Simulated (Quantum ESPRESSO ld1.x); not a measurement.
Values are calculated unless marked as measured or tabulated.
Question: The table gives one normalised radial function P(r) = r R(r) (large component) of Cd41+ in [He] 2s2 2p3 (r in bohr). Level of theory: Dirac Kohn-Sham, LDA (Slater exchange, Perdew-Zunger correlation), spin-unpolarised, spherical densities, point nucleus; open shells fill j = l - 1/2 first (ld1.x of Quantum ESPRESSO 7.5).

r	P
0.001999	0.0160
0.002775	0.0256
0.003821	0.0412
0.005304	0.0678
0.007305	0.1112
0.01014	0.1841
0.01396	0.2973
0.01939	0.4729
0.0267	0.7107
0.03706	1.0021
0.05104	1.2489
0.07085	1.2767
0.09757	0.8392
0.1354	-0.2022
0.1865	-1.4513
0.2589	-2.1142
0.3566	-1.6482
0.495	-0.6706
0.6817	-0.1271
0.9463	-0.0079

Which n and l does it have? It may be an empty orbital.

Answer: n = 3, l = 1: the number of nodes gives n - l - 1 = 1, the rise at small r points to l (for j = l - 1/2 the large component starts as r^gamma with gamma = sqrt(l^2 - (Z/c)^2) = 0.94 and the r^(l+1) term takes over further out; the orbital of l - 1 with the same j starts with the same power, but with a larger coefficient, and does not steepen), and the extent must fit the shell. The curve is that of 3p1/2; the two j differ most near the nucleus, where j = l - 1/2 has the larger amplitude, and in heavy atoms j = l - 1/2 is also the more compact. 3p1/2 (empty): eigenvalue -2776.8 eV, 1 radial node at r = 0.128 bohr, <r> = 0.278 bohr, 90 % of the charge inside 0.412 bohr.
